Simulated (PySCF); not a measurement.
## O²⁺: excitation energy

O²⁺ [He] 2s2 2p2 (3P) → O²⁺ [He] 2s2 2p1 3s1 (3P), as a difference of total energies. Computed with PySCF 2.14 in aug-cc-pwCVQZ (9s8p6d4f2g, 109 functions), with no relativity, point nucleus. Correlated levels: valence: 1s2 frozen; valence and next inner shell: nothing frozen. The calculations carry no spin-orbit coupling.

```csv
method,excitation energy (eV)
UHF,33.262
LDA,33.447
PBE,33.264
PBE0,33.406
r2SCAN,33.959
TPSS,33.419
revPBE,33.235
BHandHLYP,33.474
MP2 (valence),33.333
SCS-MP2 (valence),33.218
MP2 (valence and next inner shell),33.392
SCS-MP2 (valence and next inner shell),33.261
```

Question: How much does correlation contribute at MP2 (valence and next inner shell)?

Answer: 33.392 − (33.262) = 0.130 eV, measured against UHF.

The promoted electron is Rydberg-like, and one or two diffuse shells describe it only roughly, which tends to raise the upper state.
